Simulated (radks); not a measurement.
Task: Ionisation of the bromine ion Br+, [Ar] 3d10 4s2 4p4, to [Ar] 3d10 4s2 4p3 as the strength of local exchange is varied. Method: Dirac Kohn-Sham, Slater X-alpha exchange (alpha = 2/3 is LDA exchange), no correlation, spin-unpolarised, spherical densities, finite nucleus; open shells fill j = l - 1/2 first; Fermi nuclear charge, rms radius 4.1629 fm; computed with a radial shooting solver on a logarithmic mesh with Libxc functionals.

| alpha | E(Br+) (hartree) | exchange (hartree) | IE (eV) | -e of the level emptied (eV) | <r> of it (bohr) |
|---|---|---|---|---|---|
| 0.596 | -2590.66837 | -76.04468 | 20.373 | 15.196 (4p3/2) | 2.021 |
| 0.623 | -2594.11555 | -79.59142 | 20.730 | 15.527 (4p3/2) | 2.010 |
| 0.667 | -2599.74263 | -85.39011 | 21.318 | 16.075 (4p3/2) | 1.991 |
| 0.78 | -2614.24760 | -100.38903 | 22.865 | 17.520 (4p3/2) | 1.945 |
| 0.781 | -2614.37630 | -100.52245 | 22.879 | 17.533 (4p3/2) | 1.945 |
| x | -2620.43234 | -106.80673 | 23.538 | 18.151 (4p3/2) | 1.926 |

Which alpha was used in the last row?

Result: alpha = 0.828. NIST Atomic Spectra Database: 21.591 eV (measured). The Delta-SCF value meets it near alpha = 0.69. Spin polarisation and multiplet splitting are left out, so open shells lie too high by an amount that depends on their filling.

Beside tabulated values, note that spin-unpolarised runs miss the spin-polarisation part of the exchange energy of open shells.
